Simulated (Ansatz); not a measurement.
The same path of C$_{2}$H$_{8}$GeSeSi (13 atoms, charge 0, multiplicity 1) was run twice with different band settings. The coordinate that changes most is the dihedral C2–Se4–Ge5–H12.

These are results of Ansatz 0.2.0, RHF/def2-SVP, not measurements.

Relaxed end points:

```xyz
13
Properties=species:S:1:pos:R:3
C -0.020 1.915 0.091
C -0.285 0.689 0.524
Si 0.612 -0.118 1.974
Se -1.737 -0.330 -0.278
Ge -0.506 -1.359 -2.025
H -0.564 2.378 -0.726
H 0.764 2.512 0.547
H -0.343 -0.395 3.070
H 1.670 0.801 2.462
H 1.230 -1.395 1.549
H -1.486 -2.297 -2.734
H 0.673 -2.146 -1.447
H 0.011 -0.291 -2.993
```

```xyz
13
Properties=species:S:1:pos:R:3
C 0.613 1.750 0.465
C -0.155 0.675 0.589
Si 0.020 -0.570 1.995
Se -1.618 0.379 -0.660
Ge -0.411 -0.815 -2.317
H 0.483 2.474 -0.333
H 1.414 1.949 1.171
H -1.215 -0.591 2.811
H 1.169 -0.178 2.846
H 0.251 -1.928 1.452
H 0.263 -2.041 -1.695
H 0.649 0.097 -2.942
H -1.442 -1.237 -3.367
```

Common settings: movable images 5; climbing image yes; spring 5.0 eV/Å²; start path IDPP; force threshold 0.05 eV/Å; iteration limit 60; end points relaxed.

| run | optimiser |
| --- | --- |
| 1 | quadratic models (default) |
| 2 | lbfgs |

**Question.** What does each run give, and how far can it be trusted?

**Answer.** Run 1: converged after 15 iterations, highest image 0.048 eV above the first end. A vibrational analysis at the climbing image gives one clearly imaginary mode, 92i cm⁻¹: a first-order saddle point.
Run 2: converged after 34 iterations, highest image 0.053 eV above the first end. The order of the stationary point at the top wasn't checked.
